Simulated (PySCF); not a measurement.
A structure optimised at PBE0-D3(BJ)/def2-SVP, used in a PySCF frequency run:

```xyz
4

Zn    -0.0085     0.5357     0.0000
Cl     0.0083     2.6444     0.0000
Se    -0.0389    -1.7427     0.0000
H      1.4342    -1.7736     0.0000
```
Charge 0, spin multiplicity 1.

Q: Write its SMILES, formula and point group.

A: [Cl][Zn][SeH], ClHSeZn, Cs

Q: What are its rotational constants (standard atomic weights)?

A: 233.91, 0.99276, 0.98857 GHz
